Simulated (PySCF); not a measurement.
Compound: (Br2In-mu-OH)2.
Cartesian coordinates in Å at the PBE0-D3(BJ)/def2-SVP level; atoms count from 1:
```xyz
10
Br4H2In2O2 angstrom
In    -0.661    1.470    0.320
Br    -3.080    1.778    0.014
Br     0.950    3.158    1.088
O      0.117    0.329   -1.305
In     0.709   -1.475   -0.324
Br     3.129   -1.774   -0.023
Br    -0.902   -3.161   -1.098
O     -0.088   -0.341    1.295
H     -0.417    0.244   -2.106
H      0.368   -0.303    2.144
```

Computed with PySCF, TDDFT B3LYP/def2-SVPD, vertical, gas phase, core orbitals frozen in the response, def2 core potentials past Kr. Spin–orbit coupling is left out.

Ground-to-excited transition dipoles (e·a0, same axes as the geometry; the sign carries no meaning), for the states with f of 0.002 or more among the lowest 8:

| state | E (eV) | μx | μy | μz |
| --- | --- | --- | --- | --- |
| S2 | 4.417 | -0.445 | 0.077 | -0.070 |
| S5 | 4.532 | -0.220 | 0.842 | 0.207 |
| S8 | 4.754 | 0.065 | 0.146 | -0.539 |

Task: Work out the oscillator strengths.

Result: f = (2/3) ΔE |μ|² with ΔE in hartree (27.2114 eV).

```csv
state,|μ|² (au),|μ| (D),f
S2,0.209,1.16,0.023
S5,0.800,2.27,0.089
S8,0.316,1.43,0.037
```

Task: What angle do the transition dipoles of S5 and S8 make?

Result: |cos θ| = |μa·μb| / (|μa| |μb|) = 0.01, so θ ≈ 90° (taken between 0 and 90°, since the signs are arbitrary).

Task: What peak molar absorption coefficient would the strongest computed level give as a lone Gaussian band 0.3 eV wide at half height?

Result: ε(max) = 2.175×10⁸ f / FWHM, with the width in cm⁻¹. S5: 2.175×10⁸ × 0.0888 / 2420 ≈ 8000 L mol⁻¹ cm⁻¹.

All these states lie below the vertical ionisation energy of 9.93 eV (ΔSCF).

One conformer stands for the species.
